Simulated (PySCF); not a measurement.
Al(Me)2(SH) (C₂H₇AlS), SMILES [CH3][Al]([CH3])[SH]. Atoms are numbered in the order given.

```xyz
11

Al    -0.3317     0.2497    -0.0689
C     -2.1051    -0.5489    -0.2662
H     -2.0956    -1.6470    -0.1786
H     -2.5435    -0.2925    -1.2471
H     -2.7991    -0.1557     0.4978
C      0.0502     2.1690    -0.1690
H      0.7573     2.3923    -0.9871
H      0.5218     2.5319     0.7610
H     -0.8581     2.7700    -0.3397
S      1.3354    -1.1484     0.2904
H      2.2908    -0.1912     0.3543
```

Coordinates come from a B3LYP-D3(BJ)/def2-SVP optimisation. A frequency run showed that this geometry is not a minimum. The values are those of a single conformer.

The numbers are results of TDA-PBE/def2-SVPD (PySCF), not measurements.

Vertical excitations. Isolated molecule, no solvent.

| state | energy (eV) | λ (nm) | f | main pairs |
|---|---|---|---|---|
| S1 | 5.39 | 230 | 0.054 | HOMO→LUMO+1 99 % |
| S2 | 5.52 | 225 | 0.060 | HOMO→LUMO 86 % |
| S3 | 5.52 | 225 | 0.002 | HOMO−1→LUMO 97 % |
| S4 | 5.83 | 213 | 0.001 | HOMO−2→LUMO 98 % |
| S5 | 5.92 | 210 | 0.080 | HOMO−1→LUMO+1 95 % |
| S6 | 6.21 | 200 | 0.132 | HOMO−2→LUMO+1 92 % |
| S7 | 6.27 | 198 | 0.001 | HOMO→LUMO+2 97 % |
| S8 | 6.67 | 186 | 0.050 | HOMO−1→LUMO+2 90 % |
| S9 | 6.74 | 184 | 0.014 | HOMO→LUMO+3 94 % |
| S10 | 6.90 | 180 | 0.026 | HOMO→LUMO+4 95 % |
| T1 | 4.69 | 265 | 0 | HOMO→LUMO 99 % |
| T2 | 5.17 | 240 | 0 | HOMO→LUMO+1 91 % |
| T3 | 5.22 | 238 | 0 | HOMO−1→LUMO 93 % |
| T4 | 5.49 | 226 | 0 | HOMO−2→LUMO 95 % |
Triplets are in the Tamm–Dancoff approximation.
